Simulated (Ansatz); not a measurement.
Cost and result for the atomization energy of C₇H₁₂ (`C#CCCCCC`) (19 atoms, 18 bonds).

```xyz
19

C    -0.8829   -1.9810   -2.3744
C    -1.2923   -1.0792   -1.6953
C    -1.7623    0.0241   -0.8746
C    -0.7245    1.1393   -0.7092
C     0.5951    0.6854   -0.1041
C     0.4811    0.1152    1.3010
C     1.8326   -0.2408    1.8955
H    -0.5291   -2.7838   -2.9765
H    -2.6715    0.4373   -1.3229
H    -2.0568   -0.3652    0.1054
H    -0.5376    1.5884   -1.6889
H    -1.1691    1.9208   -0.0832
H     1.2815    1.5395   -0.0870
H     1.0531   -0.0625   -0.7611
H    -0.0274    0.8409    1.9475
H    -0.1506   -0.7793    1.2879
H     2.3464   -0.9849    1.2805
H     2.4802    0.6385    1.9571
H     1.7342   -0.6529    2.9024
```

Charge 0, multiplicity 1. Geometry: relaxed with PBE0-D4/def2-TZVP. It is one conformer, not always the lowest. Program: Ansatz. All runs use 2 threads of an AMD EPYC 7R13 on a shared host and a share of an NVIDIA H100 80 GB. Times are those of one run each, without the atoms' runs, and a repeat can differ threefold. Electronic energies, without spin–orbit coupling; frozen cores. CCSD(T)/CBS adds CCSD(T) − MP2 in def2-TZVPP to the MP2 limit, and its time is that of the two runs behind it. T1 = 0.010. HSE06 is the plane-wave form, built on full-range PBE exchange.

CCSD(T)/CBS is a level of theory with its own doubt, some kJ/mol a heavy atom from the limit and from the frozen cores, so smaller differences don't rank the functionals.

| level | functions | wall time |
| --- | --- | --- |
| LDA (SPW92)/def2-TZVPP | 385 | 12 s |
| PBE-D4/def2-TZVPP (with forces) | 385 | 14 s |
| CCSD(T)/def2-SVP | 158 | 14 s |
| B97M-V/def2-TZVPP | 385 | 20 s |
| r2SCANh-D4/def2-TZVPP | 385 | 21 s |
| HSE06-D4/def2-TZVPP | 385 | 22 s |
| B2PLYP/def2-TZVPP | 385 | 23 s |
| r2SCAN-D4/def2-TZVPP (with forces) | 385 | 25 s |
| MP2/def2-QZVPP | 759 | 30 s |
| BHLYP-D4/def2-TZVPP | 385 | 31 s |
| ωB97X-V/def2-TZVPP | 385 | 31 s |
| CCSD(T)/def2-TZVPP | 385 | 40 s |
| CCSD(T)/CBS(def2) | – | 70 s |

Q: What atomization energy does each give, and how far from CCSD(T)/CBS? (Best estimate.)

A: Computed: 
```tsv
level	atomization (kJ/mol)	difference from CCSD(T)/CBS	per bond
LDA (SPW92)/def2-TZVPP	8943.1	1076.3	59.8
PBE-D4/def2-TZVPP (with forces)	8043.9	177.1	9.8
CCSD(T)/def2-SVP	7593.4	-273.4	-15.2
B97M-V/def2-TZVPP	7881.2	14.4	0.8
r2SCANh-D4/def2-TZVPP	7856.5	-10.3	-0.6
HSE06-D4/def2-TZVPP	7945.5	78.7	4.4
B2PLYP/def2-TZVPP	7808.0	-58.8	-3.3
r2SCAN-D4/def2-TZVPP (with forces)	7888.2	21.4	1.2
MP2/def2-QZVPP	7907.2	40.4	2.2
BHLYP-D4/def2-TZVPP	7690.7	-176.1	-9.8
ωB97X-V/def2-TZVPP	7871.5	4.7	0.3
CCSD(T)/def2-TZVPP	7700.8	-166.0	-9.2
CCSD(T)/CBS(def2)	7866.8	0.0	0.0
```

From PBE to PBE0 (25 % exact exchange), in def2-TZVPP and without D4, the atomization energy moves by −97.4 kJ/mol: exact exchange takes away binding that semilocal exchange gives to molecules. Leaving LDA and LC-ωPBE aside and taking each functional with its dispersion term where it has one, the values spread over 353.2 kJ/mol, from BHLYP-D4 to PBE-D4. LDA lies +937.4 kJ/mol from PBE without D4, its usual overbinding. The D4 term adds +60.1 kJ/mol with B3LYP and +32.4 kJ/mol with PBE0; it sums over pairs of atoms, weighted by their polarisabilities, and B3LYP, whose exchange is more repulsive, gets the larger term.

B3LYP here is the variant with VWN-RPA as its local correlation; programs differ in this.
